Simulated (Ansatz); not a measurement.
Program: Ansatz. Geometries: PBE0-D4/def2-TZVP. ΔE: electronic, gas phase. CCSD(T)/CBS adds triple-zeta CCSD(T) − MP2 to the extrapolated MP2 energy (def2 sets, frozen cores). This one scheme is used for every species. DFT in def2-TZVPP. B3LYP here is the variant with VWN-RPA as its local correlation; programs differ in this. HSE06 is defined as in plane-wave codes. Elements past krypton have def2 core potentials. For In outer-core shells are correlated without core-valence functions, which leaves a few kJ/mol of doubt a bond. Each species was taken in one conformer, which may not be the lowest.

`[CH3][In]([CH3])[CH3]` + `C=C=N` → `C=C=NC` + `[CH3][InH][CH3]`  (substitution at a C–In bond)

```json
{"level": "LDA (SPW92)", "ΔE (kcal/mol)": "8.1", "difference from CCSD(T)/CBS": "-3.6"}
{"level": "revPBE-D4", "ΔE (kcal/mol)": "9.1", "difference from CCSD(T)/CBS": "-2.6"}
{"level": "BLYP-D4", "ΔE (kcal/mol)": "9.4", "difference from CCSD(T)/CBS": "-2.3"}
{"level": "r2SCAN-D4", "ΔE (kcal/mol)": "10.3", "difference from CCSD(T)/CBS": "-1.4"}
{"level": "B97M-V", "ΔE (kcal/mol)": "8.2", "difference from CCSD(T)/CBS": "-3.5"}
{"level": "PBE0-D4", "ΔE (kcal/mol)": "9.6", "difference from CCSD(T)/CBS": "-2.1"}
{"level": "B3LYP-D4", "ΔE (kcal/mol)": "9.3", "difference from CCSD(T)/CBS": "-2.4"}
{"level": "r2SCANh-D4", "ΔE (kcal/mol)": "10.2", "difference from CCSD(T)/CBS": "-1.5"}
{"level": "HSE06-D4", "ΔE (kcal/mol)": "9.7", "difference from CCSD(T)/CBS": "-2.0"}
{"level": "BHLYP-D4", "ΔE (kcal/mol)": "9.0", "difference from CCSD(T)/CBS": "-2.7"}
{"level": "CAM-B3LYP-D4", "ΔE (kcal/mol)": "8.8", "difference from CCSD(T)/CBS": "-2.9"}
{"level": "ωB97X-V", "ΔE (kcal/mol)": "9.4", "difference from CCSD(T)/CBS": "-2.3"}
{"level": "ωB97M-V", "ΔE (kcal/mol)": "10.5", "difference from CCSD(T)/CBS": "-1.2"}
{"level": "B2PLYP", "ΔE (kcal/mol)": "10.2", "difference from CCSD(T)/CBS": "-1.5"}
{"level": "PBE", "ΔE (kcal/mol)": "9.8", "difference from CCSD(T)/CBS": "-1.9"}
{"level": "revPBE", "ΔE (kcal/mol)": "10.1", "difference from CCSD(T)/CBS": "-1.6"}
{"level": "BLYP", "ΔE (kcal/mol)": "9.5", "difference from CCSD(T)/CBS": "-2.2"}
{"level": "r2SCAN", "ΔE (kcal/mol)": "10.2", "difference from CCSD(T)/CBS": "-1.5"}
{"level": "PBE0", "ΔE (kcal/mol)": "9.6", "difference from CCSD(T)/CBS": "-2.1"}
{"level": "B3LYP", "ΔE (kcal/mol)": "9.3", "difference from CCSD(T)/CBS": "-2.4"}
{"level": "r2SCANh", "ΔE (kcal/mol)": "10.1", "difference from CCSD(T)/CBS": "-1.6"}
{"level": "r2SCAN0", "ΔE (kcal/mol)": "10.0", "difference from CCSD(T)/CBS": "-1.7"}
{"level": "HSE06", "ΔE (kcal/mol)": "9.6", "difference from CCSD(T)/CBS": "-2.1"}
{"level": "BHLYP", "ΔE (kcal/mol)": "8.7", "difference from CCSD(T)/CBS": "-3.0"}
{"level": "CAM-B3LYP", "ΔE (kcal/mol)": "8.7", "difference from CCSD(T)/CBS": "-3.0"}
{"level": "LC-ωPBE", "ΔE (kcal/mol)": "9.6", "difference from CCSD(T)/CBS": "-2.1"}
{"level": "HF/def2-SVP", "ΔE (kcal/mol)": "5.0", "difference from CCSD(T)/CBS": "-6.7"}
{"level": "MP2/def2-SVP", "ΔE (kcal/mol)": "7.8", "difference from CCSD(T)/CBS": "-3.9"}
{"level": "CCSD/def2-SVP", "ΔE (kcal/mol)": "7.1", "difference from CCSD(T)/CBS": "-4.6"}
{"level": "HF/def2-TZVPP", "ΔE (kcal/mol)": "7.2", "difference from CCSD(T)/CBS": "-4.5"}
{"level": "MP2/def2-TZVPP", "ΔE (kcal/mol)": "12.2", "difference from CCSD(T)/CBS": "0.5"}
{"level": "SCS-MP2/def2-TZVPP", "ΔE (kcal/mol)": "10.9", "difference from CCSD(T)/CBS": "-0.8"}
{"level": "CCSD/def2-TZVPP", "ΔE (kcal/mol)": "10.9", "difference from CCSD(T)/CBS": "-0.8"}
{"level": "CCSD(T)/def2-TZVPP", "ΔE (kcal/mol)": "11.2", "difference from CCSD(T)/CBS": "-0.5"}
{"level": "HF/def2-QZVPP", "ΔE (kcal/mol)": "7.1", "difference from CCSD(T)/CBS": "-4.6"}
{"level": "MP2/def2-QZVPP", "ΔE (kcal/mol)": "12.5", "difference from CCSD(T)/CBS": "0.8"}
{"level": "SCS-MP2/def2-QZVPP", "ΔE (kcal/mol)": "11.2", "difference from CCSD(T)/CBS": "-0.5"}
{"level": "HF/CBS(def2)", "ΔE (kcal/mol)": "7.1", "difference from CCSD(T)/CBS": "-4.6"}
{"level": "MP2/CBS(def2)", "ΔE (kcal/mol)": "12.7", "difference from CCSD(T)/CBS": "1.0"}
{"level": "CCSD/CBS(def2)", "ΔE (kcal/mol)": "11.4", "difference from CCSD(T)/CBS": "-0.3"}
{"level": "CCSD(T)/CBS", "ΔE (kcal/mol)": "11.7", "difference from CCSD(T)/CBS": "0"}
```

Largest T1 diagnostic among the species: 0.015.

At CCSD(T), def2-SVP lies −4.7 kcal/mol from the extrapolated value and def2-TZVPP −0.5 kcal/mol. From BLYP to BHLYP (50 % exact exchange), in def2-TZVPP and without D4, ΔE moves by −0.9 kcal/mol.
